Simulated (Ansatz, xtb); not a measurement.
## Relative energy of two structures of C2H8BGa

We compare a, a singlet given by its coordinates, with b, `CB[CH2][GaH2]`, a singlet. Both are isolated molecules in the gas phase, relaxed with B3LYP-D3(BJ)/def2-SVP; the shapes shown needn't be the lowest conformers.

a (Å):

```xyz
12

C     0.5082   -2.9184   -0.3694
C    -2.6644    0.8871    1.4824
B     0.0414   -1.7328    0.5819
Ga   -1.6597   -0.5760    0.5607
H    -0.1906   -3.7704   -0.3668
H     0.6439   -2.5978   -1.4150
H     1.4848   -3.3063   -0.0265
H     0.6587   -0.6565    0.5642
H    -0.2927   -1.9866    1.7521
H    -3.5466    0.4786    2.0029
H    -3.0103    1.6382    0.7532
H    -2.0219    1.3890    2.2248
```

Close contacts (Å): C1–B3 1.59, C2–Ga4 2.00, B3–Ga4 2.06, C1–H5 1.10, C1–H6 1.10, C1–H7 1.11, C2–H10 1.10, C2–H11 1.10, C2–H12 1.10, B3–H8 1.24, B3–H9 1.24.

b (Å):

```xyz
12

C    -0.0338   -1.6486   -0.8362
C     0.8666   -0.7756    1.6006
B    -0.0936   -0.6834    0.4039
Ga    2.4331    0.3599    1.0603
H     0.0229   -1.0830   -1.7841
H     0.7812   -2.3896   -0.8144
H    -0.9932   -2.1982   -0.8940
H    -0.9097    0.2177    0.3803
H     1.3188   -1.7712    1.7494
H     0.5069   -0.3309    2.5403
H     3.5148   -0.2437    0.0885
H     2.5778    1.8116    1.6504
```

**Question.** Which of the two would you expect CCSD(T)/def2-SVP + ΔMP2/def2-TZVPP electronic energies to favour?

**Answer.** Structure b; the calculation gives E(b) − E(a) = −3.8 kcal/mol.

Level by level:

```tsv
level	geometry	E(b) − E(a) (kcal/mol)	departure from the last row (kcal/mol)	job, with rough time for the two
B3LYP-D3(BJ)/def2-SVP	B3LYP-D3(BJ)/def2-SVP	−2.5	+1.3	optimisation, 2.2 min
HF/def2-SVP	B3LYP-D3(BJ)/def2-SVP	−17.2	−13.4	part of the CCSD(T) run
MP2/def2-SVP	B3LYP-D3(BJ)/def2-SVP	−7.4	−3.5	part of the CCSD(T) run
CCSD(T)/def2-SVP	B3LYP-D3(BJ)/def2-SVP	−6.2	−2.3	single point
CCSD(T)/def2-SVP + ΔMP2/def2-TZVPP	B3LYP-D3(BJ)/def2-SVP	−3.8		single point, 33 s
```

The levels shown agree on the order. The largest departure from CCSD(T)/def2-SVP + ΔMP2/def2-TZVPP is that of HF/def2-SVP, 13.4 kcal/mol. Levels run at GFN2-xTB geometries aren't shown. The last row adds to CCSD(T) the change of the MP2 difference between the two basis sets, here +2.3 kcal/mol.

With harmonic frequencies from B3LYP-D3(BJ)/def2-SVP (ideal gas, rigid rotor, one conformer each, 298.15 K, 1 atm): on the last row, ΔE + ΔZPE = −6.0 kcal/mol. A mode under 50 cm⁻¹ makes harmonic enthalpies and free energies unreliable, so none is given.

The correlated steps freeze 12 core orbitals; the filled d shell of Ga is correlated, in a basis made for valence electrons. Run with Ansatz 0.2.0; the last row on 2 threads of Arm Neoverse V2 on a shared host.
